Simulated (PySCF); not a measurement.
## Excitation energy of Br⁺ by level of theory

Br⁺ [Ar] 3d10 4s2 4p4 (3P) → Br⁺ [Ar] 3d10 4s1 4p4 4d1 (high-spin determinant), as a difference of total energies. All numbers are calculated (PySCF 2.14, scalar relativity by spin-free X2C-1e, in aug-cc-pVQZ-DK). Correlated levels: valence: [Ar] 3d10 frozen. The calculations carry no spin-orbit coupling.

```csv
method,excitation energy (eV)
UHF,24.438
MP2 (valence),24.852
SCS-MP2 (valence),25.043
CCSD (valence),24.316
CCSD(T) (valence),23.987
```

Question: How much does correlation contribute at CCSD(T) (valence)?

Answer: 23.987 − (24.438) = -0.451 eV, measured against UHF.

The upper state lies above the first ionisation limit, where it may autoionise and the basis confines it.

The promoted electron is Rydberg-like, and one or two diffuse shells describe it only roughly, which tends to raise the upper state.

The coupled-cluster amplitudes are large for the upper state (T1 above 0.03 or a double amplitude above 0.15), so a single reference is strained.

The determinant of the upper state mixes LS terms, which raises its energy above the lowest term, most at the Hartree-Fock and MP2 levels.
